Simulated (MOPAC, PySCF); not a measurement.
C2H4N2, SMILES `N(C#N)C`, neutral singlet in the gas phase. 

Cartesian coordinates (Å):
```xyz
8

C     -0.8602    -0.3500    -0.0875
N      0.1909     0.6225     0.2260
C      1.4447     0.1907     0.3661
N      2.5199    -0.2022     0.5325
H     -0.8079    -1.1666     0.6298
H     -0.7679    -0.7580    -1.0976
H     -1.8254     0.1418     0.0178
H      0.1060     1.5218    -0.2241
```
Charge 0, multiplicity 1.

All levels are single points at this geometry (B3LYP-D3(BJ)/def2-TZVP); Pople sets use spherical d functions. Orbital energies aren't observables, and empty levels follow the basis.

PM7 in MOPAC gives HOMO (eV) = -10.02.

### Question
Estimate the HOMO (eV) from each of these levels: B3LYP-D3(BJ)/def2-TZVP in PySCF; B3LYP/3-21G in PySCF; BP86/6-31G* in PySCF; M06-2X/6-31G* in PySCF; PM6 in MOPAC.

### Answer

```json
[
 {"level": "B3LYP-D3(BJ)/def2-TZVP in PySCF", "HOMO (eV)": "-7.28"},
 {"level": "B3LYP/3-21G in PySCF", "HOMO (eV)": "-6.62"},
 {"level": "BP86/6-31G* in PySCF", "HOMO (eV)": "-5.88"},
 {"level": "M06-2X/6-31G* in PySCF", "HOMO (eV)": "-8.52"},
 {"level": "PM6 in MOPAC", "HOMO (eV)": "-9.89"}
]
```
